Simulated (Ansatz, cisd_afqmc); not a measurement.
Species: Sb, charge 1, triplet.

Total energies in def2-QZVPPD, 4 correlated electrons, 9 frozen orbitals. Open shells are spin-unrestricted; no spin-orbit coupling. Correlated methods leave the cores frozen (noble-gas shells, and filled d and f shells in the p block). Past Kr the def2 sets carry scalar-relativistic core potentials. The Monte Carlo rows (phaseless AFQMC, CISD trial, step 0.005/hartree) carry one-sigma bars that omit the constraint's bias. Outlying blocks are dropped, and bars are widened where a walk drifts. Over all cases where full CI ran beside it in this data, AFQMC minus full CI had a median of +0.1 mEh and passed +0.4 mEh in a tenth of the cases. Spin-orbit terms, left out, reach several kcal/mol for Br and I, and more for heavier atoms.

| method | program | energy (Eh) | minus CCSDT(Q) (mEh) |
|---|---|---|---|
| HF | Ansatz | -238.96290 | 63.73 |
| MP2 | Ansatz | -239.01264 | 13.99 |
| CCSD | Ansatz | -239.02458 | 2.05 |
| CCSD(T) | Ansatz | -239.02622 | 0.41 |
| CCSDT(Q) | Ansatz | -239.02663 | 0.00 |
| AFQMC/CISD | cisd_afqmc | -239.0265 ± 0.0001 | 0.1 ± 0.1 |

Ansatz is a program for electronic structure.
